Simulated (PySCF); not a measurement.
SMILES CP1CCP(=S)(CP)CC1, C6H15P3S

Cartesian coordinates in Å; atom numbers follow the order of the lines, from 1:
```xyz
25

C    -3.5049   -0.0013    0.7100
P    -1.9949   -0.8141    0.0340
C    -1.4797    0.5242   -1.1543
C    -0.0667    0.2670   -1.6597
P     1.1185    0.5727   -0.2824
S     1.1348    2.4032    0.3462
C     2.7125   -0.0595   -0.9783
P     4.1993    0.1377    0.1263
C     0.6189   -0.6566    0.9955
C    -0.8185   -0.3658    1.4065
H    -3.8578   -0.5725    1.5672
H    -3.2985    1.0249    1.0123
H    -4.2813   -0.0099   -0.0534
H    -2.1870    0.5221   -1.9891
H    -1.5251    1.5034   -0.6631
H     0.0408   -0.7565   -2.0291
H     0.1940    0.9657   -2.4631
H     2.9031    0.5148   -1.8937
H     2.6070   -1.1124   -1.2560
H     3.6419   -0.5058    1.2321
H     3.8255    1.3920    0.6052
H     0.7235   -1.6711    0.6012
H     1.2944   -0.5319    1.8493
H    -0.9230    0.6959    1.6604
H    -1.0880   -0.9596    2.2852
```

Level of theory: GIAO B97-2/pcSseg-1 magnetisability, rotational g tensor and spin-rotation constants, non-relativistic, gas phase (PySCF). Geometry: GFN2-xTB.

(1) Give the nuclear spin-rotation constants along the inertial axes (H = +C I·J) beside the isotropic shieldings.

Results:

(1) Rotational constants 1.4676, 0.4099, 0.3922 GHz. A star marks the isotopologue with that one atom substituted, in its own axes.
| atom | isotope | Caa (kHz) | Cbb (kHz) | Ccc (kHz) | mean (kHz) | σ (ppm) |
| --- | --- | --- | --- | --- | --- | --- |
| P2 | 31P | 2.223 | 0.571 | 0.555 | 1.117 | 377.6 |
| P5 | 31P | 2.602 | 0.583 | 0.696 | 1.294 | 288.8 |
| P8 | 31P | 1.589 | 0.438 | 0.395 | 0.807 | 534.9 |
| H11 | 1H | -0.123 | -0.033 | -0.015 | -0.057 | 30.7 |
| H12 | 1H | -0.143 | -0.004 | -0.038 | -0.062 | 30.7 |
| H13 | 1H | -0.066 | -0.047 | -0.017 | -0.044 | 30.6 |
| H14 | 1H | -0.082 | -0.046 | -0.011 | -0.046 | 30.1 |
| H15 | 1H | -0.157 | 0.001 | -0.029 | -0.061 | 29.3 |
| H16 | 1H | -0.167 | -0.001 | -0.031 | -0.066 | 29.9 |
| H17 | 1H | -0.144 | -0.024 | -0.015 | -0.061 | 29.8 |
| H18 | 1H | -0.140 | -0.033 | -0.013 | -0.062 | 30.5 |
| H19 | 1H | -0.154 | -0.002 | -0.040 | -0.065 | 30.4 |
| H20 | 1H | -0.106 | -0.034 | -0.015 | -0.052 | 29.8 |
| H21 | 1H | -0.137 | 0.004 | -0.029 | -0.054 | 27.9 |
| H22 | 1H | -0.171 | 0.003 | -0.036 | -0.068 | 30.2 |
| H23 | 1H | -0.104 | -0.047 | -0.002 | -0.051 | 29.6 |
| H24 | 1H | -0.154 | 0.004 | -0.034 | -0.061 | 29.5 |
| H25 | 1H | -0.133 | -0.031 | -0.011 | -0.059 | 30.1 |
| C1 | 13C* | 0.205 | 0.056 | 0.057 | 0.106 | 169.5 |
| C3 | 13C* | 0.247 | 0.061 | 0.062 | 0.123 | 158.0 |
| C4 | 13C* | 0.256 | 0.070 | 0.068 | 0.131 | 148.6 |
| S6 | 33S* | 0.177 | 0.057 | 0.043 | 0.092 | 786.8 |
| C7 | 13C* | 0.227 | 0.057 | 0.064 | 0.116 | 161.6 |

For the geometry as given, no vibrational averaging.
